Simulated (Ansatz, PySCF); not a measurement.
Process, species as SMILES: CCC(F)(F)[SiH3] + 5 [H][H] (H2) -> 3 C (CH4) + 2 F (HF) + [SiH4] (SiH4)
Structures are relaxed separately at B3LYP-D3(BJ)/def2-TZVP in Ansatz (a first-principles code), one conformer each, not searched for the lowest.

Quantity: energy of full hydrogenation (enthalpy at 298 K, with B3LYP-D3(BJ) rigid-rotor harmonic-oscillator terms from PySCF), in kcal/mol. Correlated levels leave the core frozen unless marked. No spin-orbit coupling. No relativistic terms. CBS(X,Y): correlation extrapolated as X^-3; Hartree-Fock from the larger set.

CCSD(T)/CBS(cc-pV(T+d)Z,cc-pV(Q+d)Z) (Ansatz) gives -67.8 kcal/mol.

Task: Another calculation gave -71.4 kcal/mol. Which level was it?
A) r2SCANh/def2-TZVPD (Ansatz)
B) SVWN5/def2-TZVPD (Ansatz)
C) B2PLYP/def2-TZVPD (Ansatz)
D) B3LYP/def2-TZVPD (Ansatz)

Result: D, B3LYP/def2-TZVPD (Ansatz). The others give -68.6 (B2PLYP), -64.1 (r2SCANh), -58.2 (SVWN5) kcal/mol.
